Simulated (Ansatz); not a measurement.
Relaxation of H₅O₂Si₂ (9 atoms, charge 1, multiplicity 1), to a largest force component of 0.02 eV/Å in at most 50 steps.

These are results of Ansatz 0.2.0, RHF/def2-SVP, not measurements.

```xyz
9
Properties=species:S:1:pos:R:3
O -1.596 1.307 0.037
Si -0.009 1.311 -0.029
O 0.437 -0.409 -0.032
Si 0.697 -1.927 -0.132
H -2.231 1.470 0.732
H 0.719 1.726 1.153
H -1.619 1.182 -0.944
H 1.931 -2.334 -0.771
H -0.307 -2.814 0.422
```

Problem. Where does it end, and by what steps?

Solution. The forces met the threshold. Limits of this set-up: the dipole of an ion depends on the origin. After 16 steps the energy has fallen by 2.782 eV; H7 moved furthest, 0.87 Å. The start is strongly strained (largest force component 9 eV/Å).

| step | energy less start (eV) | largest force component (eV/Å) | accepted |
| --- | --- | --- | --- |
| 0 | 0.0000 | 9.243 | yes |
| 1 | -1.3465 | 5.715 | yes |
| 2 | -2.2037 | 3.232 | yes |
| 3 | -2.4127 | 1.772 | yes |
| 4 | -2.6620 | 1.188 | yes |
| 5 | -2.7210 | 0.415 | yes |
| 6 | -2.7492 | 0.289 | yes |
| 7 | -2.7547 | 0.129 | yes |
| 8 | -2.7651 | 0.103 | yes |
| 9 | -2.7673 | 0.555 | yes |
| 10 | -2.7662 | 0.378 | no |
| 11 | -2.7745 | 0.288 | yes |
| 12 | -2.7812 | 0.072 | yes |
| 13 | -2.7788 | 0.154 | no |
| 14 | -2.7819 | 0.043 | yes |
| 15 | -2.7821 | 0.051 | yes |
| 16 | -2.7822 | 0.018 | yes |

```xyz
9
Properties=species:S:1:pos:R:3
O -1.660 1.358 0.017
Si 0.317 1.280 -0.448
O 0.393 -0.507 -0.121
Si 0.775 -1.999 -0.091
H -2.003 1.542 0.886
H 0.587 1.628 0.987
H -2.293 1.632 -0.639
H 2.174 -2.406 -0.117
H -0.268 -3.014 -0.038
```

The run took 42 s on 1 thread of Intel(R) Xeon(R) Platinum 8488C (Sapphire Rapids) (shared host), peak memory 0.17 GiB.
